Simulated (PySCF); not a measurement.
## Structure from 2D NMR

Compound of formula C6H9FO2. Correlations simulated from computed shifts and the bond graph:

HSQC (one-bond C–H):
```tsv
δH	δC
5.52	87.5
4.89	99.1
4.31	71.7
4.17	69.5
4.12	69.5
3.76	55.8
3.41	71.7
```

COSY cross peaks (H two or three bonds apart, from the bond graph; peaks can be absent where the dihedral angle is near 90°):
```tsv
δH	δH
5.52	4.89
5.52	4.31
5.52	3.41
4.31	3.41
4.17	4.12
```

HMBC (two and three bonds, from the bond graph):
```tsv
δH	δC
5.52	166.5, 99.1, 71.7
4.89	166.5, 87.5, 71.7, 69.5
4.31	99.1, 87.5, 69.5
4.17	166.5, 99.1, 71.7
4.12	166.5, 99.1, 71.7
3.76	166.5
3.41	99.1, 87.5, 69.5
```

Carbons without hydrogens: δ 166.5.

- σ from GIAO-PBE0/pcSseg-1
- geometry from GFN2-xTB
- program: PySCF 2.14.0 with density-fitted response routines
- relativity neglected, one computed conformer, no solvent, fast rotation and ring inversion assumed for equivalent nuclei

Referencing at the same level of theory: ¹H (σref 31.72), ¹³C (σref 186.93) against TMS.

Exchangeable hydrogens are left out of these lists.

Work out the connectivity.

Answers

SMILES C1(OC)=C[C@@H](F)COC1.

Atoms are numbered as in `[CH3:1][O:2][C:3]1=[CH:4][C@@H:5]([F:6])[CH2:7][O:8][CH2:9]1` (H(Xn): hydrogen on atom n). Ha(C7), Ha(C9) are cis to F6 on the ring; Hb(C7), Hb(C9) are trans to F6 on the ring.

- δC 166.5 is C3, an alkene carbon bearing oxygen.
- δC 99.1 is C4, a β carbon of an enol-ether or enamine type C=C (δH 4.89).
- δC 87.5 is C5, an allylic sp3 CH bonded to F (δH 5.52).
- δC 71.7 is C7, an sp3 CH2 bonded to O (δH 4.31, 3.41).
- δC 69.5 is C9, an allylic sp3 CH2 bonded to O (δH 4.17, 4.12).
- δC 55.8 is C1, a methyl carbon bonded to O (δH 3.76).
- HMBC from δH 5.52 reaches the proton-free carbon C3.
- HMBC from δH 4.89 reaches the proton-free carbon C3.
- HMBC from δH 4.17 reaches the proton-free carbon C3.
- HMBC from δH 4.12 reaches the proton-free carbon C3.
- COSY links 5.52–4.89, 5.52–4.31, 5.52–3.41, 4.31–3.41, 4.17–4.12.

This is the structure that produced the data.

Shifts are as computed. Against solution values, carbons near 30 ppm lie about +3 ppm off and those near 130 ppm about +5 ppm. Of 1211 compounds with measured shifts, 218 miss one by over three times the rms of a fit or turn the order of signals round; such compounds aren't used in these exercises.
